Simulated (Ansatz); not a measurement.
Relaxation of the cluster AlO₃H₃ with RKS PBE0-D4/def2-TZVP.

```sh
$ ansatz run in.yaml --threads 4 --pin off --events-out ev --progress --plain --max-ram 3916MiB
```

```yaml
crystal:
  periodic: [false, false, false]
  atoms:
    - {symbol: Al, position_ang: [0.994360, -0.745130, 0.078550]}
    - {symbol: O, position_ang: [-0.883000, 1.259260, 0.186020]}
    - {symbol: O, position_ang: [-0.800770, -0.059930, -0.347160]}
    - {symbol: O, position_ang: [1.662020, 0.453420, 0.860060]}
    - {symbol: H, position_ang: [0.670230, -2.058770, -0.614140]}
    - {symbol: H, position_ang: [0.029600, 1.337420, 0.588710]}
    - {symbol: H, position_ang: [-1.672450, -0.186260, -0.752050]}
basis:
  gaussian: {orbitals: def2-TZVP}
hamiltonian: {xc: pbe0, dispersion: d4}
scf: {lower_state_search: "off"}
output: {orbitals: {seedname: orbitals}}
relax: {f_tol: 0.02, max_steps: 100}
```

It took 24 s on 4 threads of Arm Neoverse V2 on a shared host.

Positions (Å) and forces (eV/Å) at steps 1, 2, 3, 4, 5, 6, 7, 8, 9, 10, 11, 12, 13, 14, 15, 16, 17, 18, 19, 20, 21, 22, 23 of 23:

```xyz
7
step=1 energy=-12777.6061 eV
Al    0.994   -0.745    0.079   -0.928   -0.852   -0.739
O    -0.883    1.259    0.186   -0.489    0.635    0.079
O    -0.801   -0.060   -0.347    0.116    0.250    0.154
O     1.662    0.453    0.860    0.234    1.363    0.682
H     0.670   -2.059   -0.614    0.258   -0.913   -0.288
H     0.030    1.337    0.589    0.463   -0.385    0.014
H    -1.672   -0.186   -0.752    0.347   -0.097    0.098
7
step=2 energy=-12777.8003 eV
Al    0.962   -0.781    0.050   -0.699   -0.540   -0.506
O    -0.875    1.305    0.210   -0.506    0.258   -0.096
O    -0.810   -0.018   -0.333    0.149    0.059    0.085
O     1.554    0.481    0.832    0.079    0.728    0.338
H     0.794   -2.191   -0.622    0.182   -0.052    0.048
H     0.054    1.338    0.594    0.691   -0.361    0.130
H    -1.680   -0.135   -0.732    0.104   -0.092    0.001
7
step=3 energy=-12777.9291 eV
Al    0.886   -0.788    0.022   -0.587   -0.052   -0.288
O    -0.838    1.329    0.233   -0.182    0.398    0.111
O    -0.848    0.009   -0.335    0.035   -0.417   -0.161
O     1.381    0.562    0.792    0.223   -0.037    0.100
H     0.939   -2.276   -0.602    0.057    0.585    0.286
H     0.206    1.246    0.621    0.169   -0.462   -0.158
H    -1.726   -0.083   -0.730    0.286   -0.015    0.110
7
step=4 energy=-12777.9037 eV rejected
Al    0.829   -0.770   -0.007   -0.443    0.115   -0.079
O    -0.833    1.329    0.239   -0.686    0.348   -0.135
O    -0.874    0.010   -0.348    3.626   -0.089    1.404
O     1.339    0.570    0.785    0.341   -0.183    0.026
H     0.972   -2.242   -0.567    0.012    0.254    0.094
H     0.262    1.173    0.608    0.557   -0.060    0.219
H    -1.696   -0.070   -0.711   -3.408   -0.385   -1.530
7
step=5 energy=-12777.9860 eV
Al    0.855   -0.778    0.010   -0.408    0.122   -0.116
O    -0.839    1.332    0.235   -0.121    0.207    0.043
O    -0.851    0.007   -0.338   -0.122   -0.319   -0.185
O     1.376    0.560    0.792    0.044   -0.003    0.022
H     0.951   -2.246   -0.583    0.033    0.281    0.135
H     0.235    1.211    0.615    0.334   -0.241    0.024
H    -1.727   -0.085   -0.731    0.240   -0.047    0.076
7
step=6 energy=-12778.0714 eV
Al    0.795   -0.755   -0.005   -0.150    0.172    0.013
O    -0.840    1.333    0.236   -0.501    0.116   -0.155
O    -0.862   -0.003   -0.346    0.083   -0.093   -0.005
O     1.353    0.572    0.789   -0.016   -0.044   -0.030
H     0.967   -2.204   -0.559    0.041   -0.026    0.005
H     0.315    1.156    0.622    0.709   -0.032    0.278
H    -1.729   -0.099   -0.737   -0.167   -0.092   -0.107
7
step=7 energy=-12778.1695 eV
Al    0.728   -0.727   -0.023   -0.001    0.017    0.026
O    -0.873    1.342    0.228   -0.860    0.101   -0.309
O    -0.886   -0.011   -0.360    0.365    0.035    0.160
O     1.333    0.586    0.788    1.051   -0.803    0.058
H     0.992   -2.169   -0.532    0.058   -0.127   -0.037
H     0.447    1.098    0.648    0.003    0.945    0.423
H    -1.740   -0.119   -0.750   -0.616   -0.168   -0.321
7
step=8 energy=-12778.3333 eV
Al    0.646   -0.680   -0.036    0.699   -0.921   -0.110
O    -1.021    1.369    0.187    0.181   -0.242   -0.030
O    -0.918   -0.006   -0.382   -0.412    0.317   -0.037
O     1.433    0.527    0.794   -0.716    0.512   -0.039
H     0.998   -2.157   -0.518   -0.166    0.398    0.097
H     0.616    1.144    0.744    0.832    0.079    0.340
H    -1.755   -0.196   -0.789   -0.418   -0.141   -0.221
7
step=9 energy=-12778.4267 eV
Al    0.651   -0.674   -0.029   -0.322   -0.093   -0.168
O    -1.088    1.341    0.153    0.134   -0.038    0.039
O    -0.958   -0.023   -0.412    0.181   -0.174   -0.010
O     1.466    0.524    0.808   -0.292    0.236   -0.008
H     0.952   -2.152   -0.535   -0.030    0.401    0.157
H     0.769    1.233    0.838    0.378   -0.269    0.031
H    -1.792   -0.248   -0.824   -0.050   -0.063   -0.041
7
step=10 energy=-12778.4638 eV
Al    0.600   -0.655   -0.040    0.145    0.281    0.180
O    -1.128    1.330    0.138    0.156   -0.055    0.044
O    -0.992   -0.032   -0.437   -0.150   -0.150   -0.139
O     1.500    0.490    0.807   -0.264   -0.118   -0.152
H     0.965   -2.108   -0.508   -0.068    0.114    0.022
H     0.882    1.244    0.887    0.161   -0.043    0.045
H    -1.826   -0.271   -0.846    0.021   -0.029    0.001
7
step=11 energy=-12778.5136 eV
Al    0.585   -0.576   -0.057   -0.381   -0.072    0.210
O    -1.107    1.221    0.220    0.024   -0.173   -0.077
O    -1.024   -0.068   -0.517    0.002   -0.009   -0.189
O     1.532    0.490    0.809    0.270    0.292    0.022
H     0.879   -2.062   -0.450    0.088    0.065   -0.043
H     0.996    1.294    0.916    0.145   -0.149    0.077
H    -1.860   -0.298   -0.921   -0.148    0.046    0.000
7
step=12 energy=-12778.6563 eV
Al    0.518   -0.514   -0.031   -0.387    0.643    0.587
O    -1.116    1.120    0.261    0.264   -0.803   -0.229
O    -1.082   -0.103   -0.611   -0.125    0.191   -0.341
O     1.604    0.478    0.785   -0.225    0.994    0.154
H     0.833   -1.991   -0.397    0.098   -0.133   -0.047
H     1.169    1.339    0.993    0.572   -1.030   -0.215
H    -1.926   -0.329   -1.000   -0.197    0.138    0.092
7
step=13 energy=-12778.8458 eV
Al    0.474   -0.427   -0.023   -0.487    0.638    1.031
O    -1.156    1.016    0.329    0.631   -1.658   -0.791
O    -1.123   -0.133   -0.696   -0.211    0.757   -0.216
O     1.656    0.485    0.779   -0.139    0.750   -0.056
H     0.754   -1.946   -0.344    0.125    0.155    0.032
H     1.359    1.379    1.042    0.316   -0.872   -0.235
H    -1.964   -0.374   -1.086   -0.234    0.231    0.234
7
step=14 energy=-12779.2942 eV
Al    0.415   -0.348    0.048   -0.522    0.381    1.004
O    -1.106    0.847    0.404    0.509   -2.122   -1.448
O    -1.161   -0.153   -0.807   -0.047    1.129    0.019
O     1.693    0.516    0.762    0.412   -1.543   -0.793
H     0.709   -1.877   -0.279    0.062    0.254    0.152
H     1.478    1.379    1.035   -0.234    1.583    0.536
H    -2.029   -0.365   -1.164   -0.178    0.318    0.530
7
step=15 energy=-12779.2961 eV
Al    0.337   -0.305    0.132    1.842   -1.354    0.166
O    -1.059    0.658    0.412   -1.897   -0.485   -1.355
O    -1.200   -0.156   -0.927    1.236    1.417    0.590
O     1.738    0.470    0.718   -0.554    4.304    1.431
H     0.682   -1.817   -0.224   -0.115    0.159    0.213
H     1.594    1.480    1.082    0.633   -4.106   -1.521
H    -2.090   -0.330   -1.191   -1.145    0.065    0.477
7
step=16 energy=-12779.8964 eV
Al    0.354   -0.349    0.138    1.497   -0.397    0.623
O    -1.144    0.481    0.454   -0.897   -0.200   -0.594
O    -1.147   -0.071   -0.957   -0.062    1.004   -0.023
O     1.710    0.551    0.675   -0.408    1.739    0.471
H     0.679   -1.857   -0.154   -0.042   -0.008    0.107
H     1.610    1.482    1.030    0.158   -1.939   -0.807
H    -2.061   -0.238   -1.186   -0.245   -0.200    0.224
7
step=17 energy=-12780.1595 eV
Al    0.357   -0.355    0.163    0.554   -0.501    0.418
O    -1.239    0.319    0.523   -0.154   -0.103   -0.312
O    -1.118    0.096   -0.954   -0.225    0.786   -0.028
O     1.709    0.572    0.617   -0.305    0.746    0.098
H     0.673   -1.876   -0.088   -0.099    0.057    0.019
H     1.602    1.475    0.958    0.117   -0.683   -0.310
H    -1.984   -0.231   -1.220    0.111   -0.303    0.115
7
step=18 energy=-12780.3204 eV
Al    0.372   -0.420    0.215   -0.384    0.021    0.079
O    -1.277    0.164    0.590    0.176   -0.089   -0.244
O    -1.077    0.279   -0.886   -0.037    0.277    0.152
O     1.671    0.604    0.562   -0.016    0.140   -0.005
H     0.618   -1.936   -0.066    0.036   -0.071   -0.026
H     1.524    1.509    0.840    0.064   -0.106   -0.053
H    -1.830   -0.200   -1.255    0.160   -0.172    0.097
7
step=19 energy=-12780.3433 eV
Al    0.338   -0.434    0.242    0.146   -0.084    0.012
O    -1.314    0.098    0.602   -0.081    0.038    0.287
O    -1.050    0.343   -0.832   -0.067    0.270   -0.155
O     1.639    0.600    0.544    0.014    0.004    0.028
H     0.615   -1.938   -0.072   -0.001   -0.091   -0.012
H     1.505    1.518    0.771    0.048    0.053    0.016
H    -1.733   -0.185   -1.254   -0.058   -0.191   -0.177
7
step=20 energy=-12780.3506 eV
Al    0.334   -0.428    0.234    0.014    0.114    0.072
O    -1.327    0.088    0.625    0.099    0.021   -0.200
O    -1.074    0.379   -0.821   -0.276   -0.292   -0.031
O     1.642    0.604    0.539   -0.069   -0.176   -0.024
H     0.599   -1.941   -0.077   -0.007    0.000   -0.036
H     1.521    1.521    0.771    0.018    0.118    0.031
H    -1.695   -0.222   -1.272    0.221    0.216    0.190
7
step=21 energy=-12780.3554 eV
Al    0.332   -0.413    0.247    0.026   -0.063   -0.134
O    -1.316    0.119    0.610   -0.142    0.020   -0.006
O    -1.097    0.358   -0.841    0.056   -0.030    0.034
O     1.645    0.598    0.560    0.053    0.038    0.026
H     0.591   -1.922   -0.107   -0.015    0.035    0.020
H     1.554    1.521    0.790    0.015    0.001    0.008
H    -1.709   -0.262   -1.260    0.008   -0.002    0.051
7
step=22 energy=-12780.3571 eV
Al    0.333   -0.406    0.234   -0.001    0.017   -0.005
O    -1.321    0.124    0.605   -0.003   -0.001    0.052
O    -1.100    0.352   -0.845    0.001   -0.030   -0.039
O     1.652    0.600    0.562   -0.033   -0.002   -0.008
H     0.587   -1.916   -0.107   -0.005    0.013   -0.004
H     1.564    1.520    0.804    0.010   -0.013    0.000
H    -1.715   -0.274   -1.253    0.030    0.016    0.005
7
step=23 energy=-12780.3574 eV
Al    0.331   -0.403    0.233   -0.002    0.010    0.000
O    -1.323    0.128    0.608    0.008    0.000    0.000
O    -1.099    0.350   -0.845   -0.008   -0.012    0.000
O     1.651    0.600    0.560   -0.016    0.001   -0.002
H     0.582   -1.911   -0.112   -0.002   -0.004   -0.001
H     1.568    1.519    0.807    0.009   -0.001    0.002
H    -1.709   -0.281   -1.252    0.010    0.007    0.001
```

The structure comes from a short search, and lower isomers may exist.
